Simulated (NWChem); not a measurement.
CH4MgN2O

```xyz
9

Mg    -0.0011    -0.6901     0.0082
O     -0.0012    -2.4807     0.1071
H     -0.0032    -3.3067    -0.3684
C      0.0000     1.7334     0.0027
N     -0.0002     1.0406    -1.1214
N      0.0000     1.0414     1.1265
H      0.0001     2.8396     0.0023
H     -0.0004     1.5726    -1.9814
H     -0.0002     1.5710     1.9879
```
Atoms are numbered in this order, from 1.

Level: PBE0/def2-SVP (NWChem), optimised geometry, unscaled harmonic frequencies. 

Q: List the harmonic frequencies with IR intensities, and the thermochemistry.

A: 
```csv
frequency (cm⁻¹),IR intensity (km/mol)
125,10.9
148,11.1
181,125.2
237,134.8
304,161.1
378,29.1
385,17.5
523,0.0
742,109.6
777,9.4
808,101.1
1046,0.0
1131,74.0
1165,12.9
1302,162.0
1455,68.2
1657,352.6
3082,50.6
3686,73.2
3689,18.4
4061,76.1
```

```json
{
 "zero_point_energy": "38.4 kcal/mol",
 "thermal correction to the enthalpy at 298.15 K (with zero-point energy)": "43.3 kcal/mol",
 "heat capacity Cv": "22.5 cal/(mol K)",
 "entropy at 298.15 K and 1 atm (symmetry number 1)": "80.1 cal/(mol K)",
 "dipole_moment": "3.32 D"
}
```

Rigid rotor and harmonic oscillator.
